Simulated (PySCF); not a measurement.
Gas-phase XPS of `C[SiH2]O[SiH2]C`, computed

Compound: C₂H₁₀OSi₂.
SMILES with atom numbers: `[CH3:1][SiH2:2][O:3][SiH2:4][CH3:5]`

Structure used (PBE0-D3(BJ)/def2-TZVP), in Å, numbered top down from 1:
```xyz
15
C2H10OSi2 angstrom
C     -1.8213   -1.0386   -0.0325
Si    -1.6654    0.8123    0.1001
O     -0.1035    1.2824    0.0967
Si     1.5122    1.0667    0.0383
C      1.9597   -0.7359   -0.0986
H     -2.8758   -1.3276   -0.0284
H     -1.3318   -1.5380    0.8070
H     -1.3744   -1.4077   -0.9587
H     -2.2939    1.2855    1.3624
H     -2.3528    1.4628   -1.0475
H      2.1061    1.6434    1.2741
H      2.0416    1.8089   -1.1371
H      1.5953   -1.3028    0.7615
H      3.0467   -0.8478   -0.1397
H      1.5416   -1.1805   -1.0048
```

Method: delta-SCF UKS SCAN, pcX-3 on the ionised atom, pcseg-2 elsewhere, spin-free X2C (PySCF). Binding energies are ΔSCF values: E(core-ionised, relaxed orbitals) − E(ground state) at a fixed geometry, referred to the vacuum level.

**Question.** Give the core binding energies atom by atom.

**Answer.** 
```tsv
atom(s)	bonded to	level	binding energy (eV)	2p1/2 (eV)	count
Si2/Si4	O, C and 2 H	Si 2p3/2	106.96	107.59	2
C1/C5	3 H and Si	C 1s	290.19	–	2
O3	2 Si	O 1s	537.69	–	1
Si2/Si4	O, C and 2 H	Si 1s	1846.99	–	2
```

**Question.** Which effective nuclear charge Zeff reproduces each element's mean 1s value in the hydrogen-like formula E = 13.606 eV × Zeff²?

**Answer.** C (Z = 6): mean 290.2 eV, Zeff = 4.62, Z − Zeff = 1.38; O (Z = 8): mean 537.7 eV, Zeff = 6.29, Z − Zeff = 1.71; Si (Z = 14): mean 1847.0 eV, Zeff = 11.65, Z − Zeff = 2.35. Means run over the listed sites, weighted by atom count.

**Question.** What is the longest wavelength that can ionise Si 1s of Si2/Si4 vertically?

**Answer.** λ = hc/E = 12398.42 eV Å / 1846.99 eV = 6.713 Å.

The first atom of each set that the bonding makes equivalent was ionised and stands for the set. For 2p shells one spin-free hole was relaxed; a mean-field spin–orbit operator and the ground-state splitting of the three 2p orbitals were then diagonalised within the shell. The shell's mean is (2 × 2p3/2 + 2p1/2)/3, and the degeneracies 2j + 1 give areas of 2:1. 2p1/2 minus 2p3/2 (ligand field included): Si 0.63 eV. The structure is a single PBE0-D3(BJ)/def2-TZVP conformer in the gas phase; no vibrational or solvent corrections.

Hardware: an Intel Xeon at 2.50 GHz with 2 threads, no GPU, shared host with 64 logical CPUs at a one-minute load of 64. Cost: 4.0 min wall, 6.7 min CPU, 2.0 GiB resident at most.
